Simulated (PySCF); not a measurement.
BH2, SMILES [BH2], multiplicity 2. Atoms are numbered in the order given.

```xyz
3

B      0.0000     0.0000     0.1453
H      0.0000    -1.0783    -0.3633
H      0.0000     1.0783    -0.3633
```
Charge 0, spin multiplicity 2.

The structure is a stationary point at ωB97X-D3(BJ)/def2-TZVPD. The isomer is the one that the SMILES or the coordinates give; other isomers of the formula were not compared.

All values below come from r2SCAN/def2-TZVPD (PySCF).

Mulliken values depend strongly on the basis, most of all with diffuse functions as here. ESP charges are fitted to the potential on shells at 1.4 to 2.0 van der Waals radii. Atomic charges (e):

```
atom  meta-Löwdin  ESP fit  Mulliken  Mulliken spin
----  -----------  -------  --------  -------------
B1          -0.06    -0.10     -0.11           0.95
H2           0.03     0.05      0.05           0.02
H3           0.03     0.05      0.05           0.02
```
